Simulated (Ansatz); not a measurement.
## Nudged elastic band run: CH₂AlF₂, charge -1

Input:

```yaml
crystal:
  periodic: [false, false, false]
  atoms:
    - { symbol: F, position_ang: [-0.602863, 2.002353, -0.486119] }
    - { symbol: C, position_ang: [-0.13711, 0.68874, -0.709626] }
    - { symbol: Al, position_ang: [0.12145, -0.600484, 0.603381] }
    - { symbol: F, position_ang: [0.700087, -2.175533, 0.187151] }
    - { symbol: H, position_ang: [0.046709, 0.558299, -1.801711] }
    - { symbol: H, position_ang: [-0.128273, -0.473365, 2.206914] }
total_charge: -1
basis:
  gaussian: { orbitals: def2-SVP }
hamiltonian:
  xc: pbe
neb:
  order_check: false
  images: 5
  f_tol: 0.2
  max_iterations: 60
  final_atoms:
    - { symbol: F, position_ang: [-0.03469428, 0.87984518, -1.99158605] }
    - { symbol: C, position_ang: [-0.18022813, 0.77338124, -0.5985871] }
    - { symbol: Al, position_ang: [0.14849766, -0.65391453, 0.53683568] }
    - { symbol: F, position_ang: [0.7262906, -2.22291009, 0.10971221] }
    - { symbol: H, position_ang: [-0.55557578, 1.74542759, -0.19604693] }
    - { symbol: H, position_ang: [-0.10429007, -0.52181938, 2.13966218] }
  initial_path:
    images:
      - { positions_ang: [[-0.602863, 2.002353, -0.486119], [-0.13711, 0.68874, -0.709626], [0.12145, -0.600484, 0.603381], [0.700087, -2.175533, 0.187151], [0.046709, 0.558299, -1.801711], [-0.128273, -0.473365, 2.206914]] }
      - { positions_ang: [[-0.43965575, 2.06552452, -0.5295268], [0.07629338, 0.76335238, -0.79417105], [0.1563918, -0.55028427, 0.52903234], [0.83953501, -2.08346154, 0.22594141], [-0.32555844, 0.37557864, -1.47160612], [-0.307006, -0.57069973, 2.04032023]] }
      - { positions_ang: [[-0.27644849, 2.12869604, -0.5729346], [0.28969677, 0.83796476, -0.8787161], [0.1913336, -0.50008455, 0.45468367], [0.97898302, -1.99139007, 0.26473182], [-0.69782589, 0.19285828, -1.14150124], [-0.48573901, -0.66803447, 1.87372645]] }
      - { positions_ang: [[-0.11324124, 2.19186756, -0.6163424], [0.50310015, 0.91257714, -0.96326116], [0.2262754, -0.44988482, 0.38033501], [1.11843103, -1.89931861, 0.30352223], [-1.07009333, 0.01013793, -0.81139636], [-0.66447201, -0.7653692, 1.70713268]] }
      - { positions_ang: [[-0.08705892, 1.75452677, -1.07475695], [0.27532406, 0.86617851, -0.84170314], [0.20034949, -0.51789473, 0.4325019], [0.98771755, -2.00718243, 0.23891889], [-0.89858748, 0.58856781, -0.60627988], [-0.4777447, -0.68418593, 1.85130918]] }
      - { positions_ang: [[-0.0608766, 1.31718597, -1.5331715], [0.04754796, 0.81977987, -0.72014512], [0.17442357, -0.58590463, 0.48466879], [0.85700407, -2.11504626, 0.17431555], [-0.72708163, 1.1669977, -0.40116341], [-0.29101738, -0.60300266, 1.99548568]] }
      - { positions_ang: [[-0.03469428, 0.87984518, -1.99158605], [-0.18022813, 0.77338124, -0.5985871], [0.14849766, -0.65391453, 0.53683568], [0.7262906, -2.22291009, 0.10971221], [-0.55557578, 1.74542759, -0.19604693], [-0.10429007, -0.52181938, 2.13966218]] }
```

Launched with:

```bash
$ ansatz run input.yaml --threads 1 --pin off --max-ram 2048MiB --backend cpu --events-out ev --progress --plain --runs-dir out
```

Output, in part (warnings, iteration lines, the closing report on the highest movable image, with atoms numbered from 0):

```
NEB end point (image 0): max|allowed force component| = 3.699e-3 eV/Å (the criterion of neb.relax_end_points is 4.000e-2)
NEB end point (image 6): max|allowed force component| = 2.176e-2 eV/Å (the criterion of neb.relax_end_points is 4.000e-2)
NEB iter   1: max|band force component| = 5.168e1 eV/Å  barrier→ = 11.8529 eV  barrier← = 11.8851 eV  Δτ_max = 0.1966 Å  (187 SCF iters)
NEB iter   2: max|band force component| = 8.108e0 eV/Å  barrier→ = 2.4645 eV  barrier← = 2.4967 eV  Δτ_max = 0.2000 Å  (169 SCF iters)
NEB iter   3: max|band force component| = 5.259e0 eV/Å  barrier→ = 1.6797 eV  barrier← = 1.7119 eV  Δτ_max = 0.1989 Å  (162 SCF iters)
NEB iter   4: max|band force component| = 5.004e0 eV/Å  barrier→ = 1.6918 eV  barrier← = 1.7240 eV  Δτ_max = 0.0997 Å  (165 SCF iters)
NEB iter   5: max|band force component| = 6.044e-1 eV/Å  barrier→ = 1.2586 eV  barrier← = 1.2908 eV  Δτ_max = 0.0799 Å  (147 SCF iters)
NEB iter   6: max|band force component| = 4.772e-1 eV/Å  barrier→ = 1.2107 eV  barrier← = 1.2429 eV  CI = image 3  Δτ_max = 0.1914 Å  (153 SCF iters)
NEB iter   7: max|band force component| = 1.203e0 eV/Å  barrier→ = 1.1445 eV  barrier← = 1.1767 eV  CI = image 3  Δτ_max = 0.1006 Å  (155 SCF iters)
NEB iter   8: max|band force component| = 5.581e-1 eV/Å  barrier→ = 1.1148 eV  barrier← = 1.1470 eV  CI = image 3  Δτ_max = 0.1955 Å  (150 SCF iters)
NEB iter   9: max|band force component| = 3.012e-1 eV/Å  barrier→ = 1.0631 eV  barrier← = 1.0953 eV  CI = image 3  Δτ_max = 0.1669 Å  (161 SCF iters)
NEB iter  10: max|band force component| = 2.663e-1 eV/Å  barrier→ = 1.0391 eV  barrier← = 1.0713 eV  CI = image 3  Δτ_max = 0.0857 Å  (154 SCF iters)
NEB iter  11: max|band force component| = 2.657e-1 eV/Å  barrier→ = 1.0283 eV  barrier← = 1.0605 eV  CI = image 3  Δτ_max = 0.0295 Å  (158 SCF iters)
NEB iter  12: max|band force component| = 1.472e-1 eV/Å  barrier→ = 1.0242 eV  barrier← = 1.0564 eV  CI = image 3  Δτ_max = 0.0000 Å  (329 SCF iters)
Total energy: -13082.65641259 eV, -480.7787554198 hartree
Atom 0 at     0.274549     2.069953    -0.699334 Å, force     0.040631     0.116096     0.015939 eV/Å
Atom 1 at    -0.094781     0.692565    -0.864012 Å, force     0.045527    -0.146924     0.066429 eV/Å
Atom 2 at     0.104121    -0.565921     0.556801 Å, force    -0.011635     0.007297    -0.052936 eV/Å
Atom 3 at     1.342181    -1.757725     0.406256 Å, force    -0.013466     0.024321     0.012277 eV/Å
Atom 4 at    -1.077258     0.671069    -1.403538 Å, force    -0.071944    -0.011142    -0.021109 eV/Å
Atom 5 at    -0.548812    -1.109931     2.003817 Å, force     0.010886     0.010351    -0.020600 eV/Å
Dipole moment:     0.044069    -0.054803     0.066603 e Å
```

The run converged. The threshold of 0.2 eV/Å is loose, so the images may lie well off the minimum-energy path. Another band between the same ends (5 images) ends at a top of the same energy, where a vibrational analysis finds 1 clearly imaginary mode. Limits of this set-up: an anion without diffuse functions, the dipole of an ion depends on the origin.

Final band:

```json
{"image": "0", "path coordinate (Å)": "0.00", "energy (kcal/mol)": "0.0"}
{"image": "1", "path coordinate (Å)": "0.65", "energy (kcal/mol)": "4.5"}
{"image": "2", "path coordinate (Å)": "1.29", "energy (kcal/mol)": "15.4"}
{"image": "3", "path coordinate (Å)": "1.94", "energy (kcal/mol)": "23.6"}
{"image": "4", "path coordinate (Å)": "2.54", "energy (kcal/mol)": "13.8"}
{"image": "5", "path coordinate (Å)": "3.15", "energy (kcal/mol)": "2.7"}
{"image": "6", "path coordinate (Å)": "3.75", "energy (kcal/mol)": "-0.7"}
```

Run time: 100 s on 1 thread of Arm Neoverse V1, with other jobs on the host, peak memory 0.24 GiB.
